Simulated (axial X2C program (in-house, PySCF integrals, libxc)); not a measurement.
Bond lengths and stretching modes, held linear, of HfNC

Computed with an axial X2C code built on PySCF integrals: two-component X2C with atomic mean-field Coulomb and Gaunt terms, Gaussian nuclei, basis Hf dyall-v3z, N dyall-av3z, C dyall-v3z with contracted cores. Spin-free rows use the one-electron spin-free X2C Hamiltonian.

Masses Hf 179.947, N 14.003, C 12.000 u. States: 2c Ω = 3/2 (beyond evenly filled blocks: ω = 3/2); spin-free M_S = 1/2, Λ = 2 (beyond evenly filled blocks: δ+α).

PBE0, spin-free: energies above the lowest point

```csv
r(Hf–N) (Å),r(N–C) (Å),E (meV)
1.9773,1.1515,76.88
1.9773,1.1810,28.76
1.9773,1.2105,70.24
2.0280,1.1515,45.00
2.0280,1.1810,0.00
2.0280,1.2105,44.49
2.0280,1.2401,163.27
2.0787,1.1515,61.08
2.0787,1.1810,18.86
2.0787,1.2105,66.03
2.1294,1.1810,75.22
2.1294,1.2401,248.45
```

Question: Fit a quadratic surface with cubic terms in each bond: where is the minimum, and what are the two stretching wavenumbers?

Answer: At PBE0, spin-free: bonds 2.032 and 1.180 Å; harmonic stretches 461.0 and 2107.0 cm⁻¹; force constants 2.91, 16.5 and coupling 0.29 mdyn/Å.

The other levels and Hamiltonians give:

```tsv
Hamiltonian	level	r(Hf–N) (Å)	r(N–C) (Å)	lower stretch (cm⁻¹)	upper stretch (cm⁻¹)
2c	PBE0	2.029	1.180	459.2	2102.9
2c	HF	2.094	1.160	433.2	2247.3
2c	TPSSh	2.030	1.186	457.8	2057.8
2c	MP2	2.069	1.193	434.0	2021.3
spin-free	HF	2.096	1.160	432.4	2247.2
spin-free	TPSSh	2.033	1.186	460.5	2063.7
spin-free	MP2	2.052	1.193	444.6	2022.6
```

Each state is one determinant, the lowest of a limited PBE0 search; the stretches come from a fit to these few points and carry an uncertainty of a few per cent. Other orders of the atoms were not compared. MP2 freezes inner shells (threshold -2 hartree). The molecule was held linear; bending was not examined, so a bent shape may lie lower. Note: functional without a current term on a determinant with orbital currents, of the molecule or an atom.
